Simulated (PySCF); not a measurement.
Isomers of C5H6OS. Level of theory: PBE0-D3(BJ)/def2-SVP geometry optimisation, gas phase in PySCF. Energies are electronic, without zero-point or thermal terms, for one conformer each. No frequencies were run at this level. Point groups hold within 0.08 Å.

**Question.** Rank from lowest to highest electronic energy at this level (kJ/mol).
A. `[CH3:1][O:2][c:3]1[cH:4][cH:5][cH:6][s:7]1` with C1–O2–C3–C4 179°
B. `[SH:1][CH2:2][c:3]1[cH:4][cH:5][cH:6][o:7]1` with H–S1–C2–C3 -62°, S1–C2–C3–C4 -107°
C. `[CH3:1][S:2][c:3]1[cH:4][cH:5][cH:6][o:7]1` with C1–S2–C3–C4 180° (2-furylmethylsulfide)
D. `[CH3:1][S:2][c:3]1[cH:4][cH:5][o:6][cH:7]1` with C1–S2–C3–C4 180°
E. `[CH3:1][O:2][c:3]1[cH:4][cH:5][s:6][cH:7]1` with C1–O2–C3–C4 179°
F. `[OH:1][CH2:2][c:3]1[cH:4][cH:5][cH:6][s:7]1` with H–O1–C2–C3 52°, O1–C2–C3–C4 77° (2-thiophenemethanol)

**Answer.** F (0.0), B (7.9), E (20.5), D (28.5), C (28.8), A (31.3).

As drawn, the lowest has an O–H bond, which the highest lacks. Neighbours under 10 kJ/mol apart (OCc1cccs1 and SCc1ccco1; COc1ccsc1 and CSc1ccoc1; CSc1ccoc1 and CSc1ccco1; CSc1ccco1 and COc1cccs1) can change places with a better method, another conformer or zero-point energy.

| SMILES | E (Eh) | E rel (kJ/mol) | dipole (D) | point group | A, B, C (MHz) |
| --- | --- | --- | --- | --- | --- |
| OCc1cccs1 | -666.77776 | 0.0 | 1.36 | C1 | 4518, 1705, 1351 |
| SCc1ccco1 | -666.77474 | 7.9 | 1.47 | C1 | 6033, 1297, 1181 |
| COc1ccsc1 | -666.76994 | 20.5 | 1.11 | Cs | 5693, 1571, 1241 |
| CSc1ccoc1 | -666.76689 | 28.5 | 0.89 | Cs | 5871, 1504, 1206 |
| CSc1ccco1 | -666.76677 | 28.8 | 1.10 | Cs | 5765, 1616, 1273 |
| COc1cccs1 | -666.76584 | 31.3 | 1.13 | Cs | 4867, 1925, 1392 |
